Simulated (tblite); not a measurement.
Species: C6H10OSi.
Atom-mapped SMILES: `[CH:1]1=[CH:2][CH:3]1[O:4][CH:5]1[CH2:6][SiH2:7][CH2:8]1` (hydrogens: H9 on C1; H10 on C2; H11 on C3; H12 on C5; H13, H14 on C6; H15, H16 on Si7; H17, H18 on C8)

Cartesian coordinates in Å at the GFN2-xTB level; atoms count from 1:
```xyz
18
C6H10OSi angstrom
C      2.6890   -0.5438    0.9877
C      3.2680    0.0525   -0.0155
C      1.8808   -0.4240   -0.2688
O      0.8595    0.5285   -0.3618
C     -0.3208    0.1807    0.3303
C     -1.3187    1.3515    0.3276
Si    -2.7472    0.1734   -0.1345
C     -1.1883   -0.9056   -0.3525
H      2.7098   -0.8696    1.9988
H      4.0960    0.5719   -0.4308
H      1.6972   -1.3067   -0.8833
H     -0.0690   -0.1219    1.3571
H     -1.3501    1.9069    1.2609
H     -1.0506    2.0472   -0.4643
H     -3.6055   -0.2215    0.9840
H     -3.5334    0.4931   -1.3241
H     -1.1368   -1.8822    0.1233
H     -0.8888   -1.0243   -1.3923
```

Method: GFN2-xTB as coded in tblite; computed harmonic values from a numerical Hessian at the method's own geometry, unscaled. This tight-binding method is rough: wavenumbers can miss measured ones by several per cent, in bad cases by 10 to 20. Modes of hydrogen on silicon can be 10 to 20 % off. One conformer, not necessarily the lowest.

Harmonic wavenumbers (cm⁻¹): 28.0, 60.1, 76.2, 169.0, 310.0, 362.6, 442.4, 450.4, 463.4, 512.6, 565.9, 609.1, 695.0, 695.8, 723.9, 745.0, 765.6, 784.2, 823.3, 868.6, 912.0, 925.1, 962.6, 994.4, 1009.1, 1011.8, 1050.2, 1078.3, 1169.5, 1178.1, 1196.2, 1237.7, 1270.8, 1312.2, 1324.9, 1458.9, 1465.1, 1755.1, 2253.0, 2273.8, 2855.2, 2910.9, 3001.1, 3009.2, 3013.7, 3021.3, 3219.0, 3243.3.

A = 5948, B = 824.9, C = 792.4 MHz; mass 126.050 u (most abundant isotopes); point group C1, symmetry number 1.

Q: What is the zero-point energy?

A: ½Σν̃ = 30132 cm⁻¹ = 360.46 kJ/mol.

Q: What is S at 273.15 K and 1 bar for an ideal gas of classical rigid rotors and harmonic oscillators?

A: Translation 167.36, rotation 119.42, vibration 100.06: S = 386.8 J/(mol K).

Q: And Cp and H(273.15 K) − H(0)?

A: Cp = 141.56 J/(mol K), of which vibrations give 108.31 (their classical limit is 48 R = 399.1); H(273.15 K) − H(0) = 22.86 kJ/mol without the zero-point energy, 13.78 from vibrations.

Q: Which modes carry the vibrational entropy at 273.15 K?

A: 28.0 cm⁻¹: 24.24; 60.1 cm⁻¹: 17.91; 76.2 cm⁻¹: 15.96; 169.0 cm⁻¹: 9.55; 310.0 cm⁻¹: 5.10; 362.6 cm⁻¹: 4.09 J/(mol K); the other 42 give 23.20 together.

Q: How do the functions run with temperature in this model?

A: 
| T (K) | S (J/(mol K)) | Cp (J/(mol K)) | H − H(0) (kJ/mol) | G − H(0) (kJ/mol) | ln q(vib) |
| --- | --- | --- | --- | --- | --- |
| 100 | 290.9 | 67.5 | 5.28 | -23.82 | 2.17 |
| 200 | 348.5 | 106.2 | 13.81 | -55.90 | 4.37 |
| 300 | 400.7 | 154.5 | 26.84 | -93.37 | 6.57 |
| 500 | 499.6 | 233.8 | 66.22 | -183.56 | 11.24 |
| 800 | 626.2 | 303.4 | 147.84 | -353.09 | 18.29 |
| 1000 | 697.2 | 332.4 | 211.58 | -485.57 | 22.72 |

q(vib) and H(0) count from the zero-point level.

Hindered rotation and anharmonicity are outside this model. Other conformers, if any are populated, would add a mixing term that is left out. The structure is chiral; the term R ln 2 for an equal mix with its mirror image is left out.
